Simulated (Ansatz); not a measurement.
The cluster Ba₆O₆⁺. Total charge 1; doublet. Geometry PBE-D4/def2-SVP.

```xyz
12

Ba   -2.407    0.794   -0.125
Ba    1.167    2.931    0.509
Ba    2.520   -0.600    0.112
Ba   -1.093   -2.512   -1.112
Ba   -0.483   -1.342    2.381
Ba    0.381    1.177   -3.069
O     1.835    1.388   -1.164
O    -0.348    1.126    1.450
O     1.050    0.770    1.844
O     0.772   -2.132    0.431
O    -2.220   -1.404    0.723
O    -1.173   -0.195   -1.980
```

In the def2 sets Ba takes a core potential; there is no spin–orbit coupling. The structure holds one bond between oxygen atoms, so isomers without such links may lie far lower. The structure comes from a short search, and lower isomers may exist.

Q: Estimate the α-spin orbital energies around the gap (eV) in Ansatz with PBE-D4/def2-SVP, PBE-D4/def2-TZVP, r2SCAN-D4/def2-TZVP, PBE0-D4/def2-SVP, PBE0-D4/def2-TZVP.

A: 
| orbital | PBE-D4/def2-SVP | PBE-D4/def2-TZVP | r2SCAN-D4/def2-TZVP | PBE0-D4/def2-SVP | PBE0-D4/def2-TZVP |
| --- | --- | --- | --- | --- | --- |
| HOMO−13 | -7.89 | -7.82 | -7.90 | -9.11 | -9.06 |
| HOMO−12 | -7.87 | -7.81 | -7.88 | -9.09 | -9.04 |
| HOMO−11 | -7.72 | -7.64 | -7.73 | -8.98 | -8.91 |
| HOMO−10 | -7.64 | -7.56 | -7.63 | -8.83 | -8.78 |
| HOMO−9 | -7.62 | -7.55 | -7.59 | -8.78 | -8.73 |
| HOMO−8 | -7.52 | -7.44 | -7.51 | -8.71 | -8.65 |
| HOMO−7 | -7.48 | -7.40 | -7.44 | -8.65 | -8.59 |
| HOMO−6 | -7.40 | -7.32 | -7.35 | -8.54 | -8.49 |
| HOMO−5 | -7.37 | -7.28 | -7.31 | -8.50 | -8.43 |
| HOMO−4 | -7.27 | -7.19 | -7.24 | -8.44 | -8.37 |
| HOMO−3 | -7.12 | -7.06 | -7.13 | -8.28 | -8.24 |
| HOMO−2 | -7.07 | -7.01 | -7.07 | -8.23 | -8.18 |
| HOMO−1 | -6.71 | -6.67 | -6.78 | -8.05 | -8.01 |
| HOMO | -4.90 | -4.86 | -4.78 | -5.23 | -5.20 |
| LUMO | -3.98 | -3.96 | -3.72 | -3.44 | -3.41 |
| LUMO+1 | -3.78 | -3.76 | -3.39 | -3.23 | -3.21 |
| LUMO+2 | -3.43 | -3.42 | -2.96 | -2.83 | -2.82 |
| LUMO+3 | -3.16 | -3.15 | -2.83 | -2.57 | -2.58 |
| LUMO+4 | -3.13 | -3.12 | -2.72 | -2.55 | -2.54 |
| LUMO+5 | -3.04 | -3.02 | -2.57 | -2.45 | -2.43 |
| β HOMO | -6.71 | -6.67 | -6.78 | -8.05 | -8.01 |
| β LUMO | -4.35 | -4.33 | -3.85 | -3.68 | -3.65 |
